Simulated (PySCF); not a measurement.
Gas-phase reaction: 2 In₂O + 6 Cl₂ → 4 InCl₃ + O₂

Energies from PySCF, thermal terms from the rigid-rotor harmonic-oscillator model, ideal gas at 1 bar. † marks an energy on the PBE0/def2-TZVP geometry and frequencies. CCSD(T) freezes the core. Open shells (unrestricted): O₂ (multiplicity 3); the rest are closed-shell singlets. In: scalar-relativistic def2 core potential, no spin-orbit coupling. CCSD(T) isn't extrapolated to the basis-set limit. Warning, large T1 diagnostic: In₂O (CCSD(T)/def2-TZVPP†).

PBE0/def2-SVP† gives ΔH°(298 K) = -1591 kJ.

### Question
What do M06-2X/def2-TZVP†, CCSD(T)/def2-SVP†, CCSD(T)/def2-TZVPP† give?

### Answer
M06-2X/def2-TZVP†: -1511 kJ; CCSD(T)/def2-SVP†: -1605 kJ; CCSD(T)/def2-TZVPP†: -1450 kJ. For scale, ΔH°(298 K) is -1591 kJ at this level, -1459 kJ at ωB97M-V/def2-TZVP†, and runs from -1738 to -706 kJ over the 18 levels computed.
